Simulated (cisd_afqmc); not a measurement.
Input (AFQMC/CISD/cc-pVDZ; cisd_afqmc is a phaseless AFQMC code with CISD trial states that reads the integrals written by Ansatz):

Ansatz 0.2 input:
```python
import cisd_afqmc

open("ham.yaml", "w").write("""\
crystal:
  periodic: [false, false, false]
  atoms:
    - {symbol: Ge, position_ang: [-0.10496429, 0.00816184, 0.30227898]}
    - {symbol: N, position_ang: [1.55422679, 0.00737591, -0.46478326]}
    - {symbol: O, position_ang: [-1.37339166, -0.10494389, -0.97269301]}
    - {symbol: H, position_ang: [-0.17609436, -1.20996470, 1.23478168]}
    - {symbol: H, position_ang: [-0.53828131, 1.33690653, 0.96193706]}
    - {symbol: H, position_ang: [1.89174251, 0.86543957, -0.87393075]}
    - {symbol: H, position_ang: [2.28903643, -0.46564060, 0.03931131]}
basis:
  gaussian:
    orbitals: cc-pVDZ
magnetization: {spin_polarized: true, initial_magnetization: 1}
correlation: {method: ccsd, electrons: outside_noble_gas, hamiltonian_folder: ham}
""")
rep = cisd_afqmc.ansatz("ham.yaml")
e_ccsd = rep["correlation"]["coupled_cluster"]["energy"]["hartree"]
out = cisd_afqmc.run("ham", e_ccsd, trial="CISD", walkers=100, populations=8, threads=8, dt=0.005, steps=40, early=24, settle=10, least=32,
    cut=5e-5, rank_cut=2e-4, target=0.0004, seconds=1500, seed=1, memory=17280, gpu=False)
```

Output:

```
orbitals 59, occupied [10, 9], factors 361 of 763, rank of the doubles 382 of 940
E(HF) = -2206.955271
E(CCSD) on the cut factors = -2207.403970, shift to the whole factors -0.000009
Energy of the trial state on the determinant = -2207.403997
  tau behind 7.2 of longer steps, mean of the populations' last blocks
   2.0  -2207.41575
   4.0  -2207.41379
   6.0  -2207.41489
   8.0  -2207.41495
  10.0  -2207.41737
  12.0  -2207.41818
  14.0  -2207.41645
  16.0  -2207.41512
  18.0  -2207.41611
  20.0  -2207.41464
  22.0  -2207.41447
  24.0  -2207.41391
blocks 953 (2 outliers left out), error by blocks joined: 1: 0.00021, 2: 0.00026, 4: 0.00029, 8: 0.00034, 16: 0.00040
E(AFQMC/CISD) = -2207.41532 +/- 0.00040
```
